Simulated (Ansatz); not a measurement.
Saddle point of BNH$_{3}$OF, singlet (BNH₃OF ([NH2][B]([OH])[F]) → BOF + NH₃ (still joined by a long B–N bond); bonds formed: N2–H4; bonds broken: O3–H4; bonds weakened to dative contacts: B1–N2), PBE0-D4/def2-TZVP structure:

```
7
angstrom
B -0.5121 0.5289 0.3752
N 0.5011 -0.5291 -0.1825
O -0.9605 1.0805 -0.7083
H -0.0621 0.1337 -1.0672
F -0.7287 0.6813 1.6736
H 1.4884 -0.3847 -0.0102
H 0.2739 -1.5106 -0.0806
```

Energies are electronic, without zero-point energy. Barriers and step energies count from the start structure reached by relaxing down the imaginary mode; all methods use the PBE0-D4 structures, on which another method's saddle can fall below an end. Ansatz 0.2.0; basis: def2-TZVPP, with def2-QZVPP for the basis limit; cores frozen in the correlated methods. B3LYP uses VWN-RPA correlation. Extrapolation: Hartree–Fock as exp(−7.88 √X), correlation as X^−2.97.

```
      method  barrier (eV)  step energy (eV)
       SPW92         1.766             1.327
      PBE-D4             ?             1.231
     BLYP-D4         1.977             1.200
   r2SCAN-D4         2.065             1.347
      B97M-V         2.205             1.369
     PBE0-D4             ?             1.371
    B3LYP-D4         2.148             1.326
  r2SCAN0-D4         2.207             1.439
    BHLYP-D4         2.400             1.476
CAM-B3LYP-D4         2.194             1.387
     wB97X-V         2.174             1.377
     wB97M-V         2.152             1.366
      B2PLYP         2.151             1.320
    PBE-QIDH         2.187             1.410
  RPA on PBE             ?             1.296
          HF         2.784             1.621
         MP2         2.109             1.315
        CCSD         2.293             1.403
     CCSD(T)         2.181             1.348
```

**Question.** Fill in the withheld barriers. (An estimate is asked for; the value comes from the calculation.)

**Answer.** By the calculation: PBE0-D4 2.088; RPA on PBE 2.118; PBE-D4 1.867 eV. Each is the energy of the saddle less that of the start structure, by the same method.

For comparison, the barrier by CCSD(T) at an estimated basis limit (MP2 extrapolated from triple and quadruple zeta, plus CCSD(T) − MP2 in triple zeta) is 2.199 eV.

No T1 diagnostic of these runs exceeds 0.014.

Labels in which every atom is bracketed show which atoms are joined, not bond orders.

For scale, one of the runs: CCSD(T)/def2-TZVPP, 166 basis functions, launched by `ansatz run in.yaml --threads 2 --pin off --events-out ev --progress --plain --max-ram 4352MiB`. The run took 21 s on 2 CPU threads of an Intel Xeon 6975P-C (shared host), with 1.6 GiB of host memory at its peak.
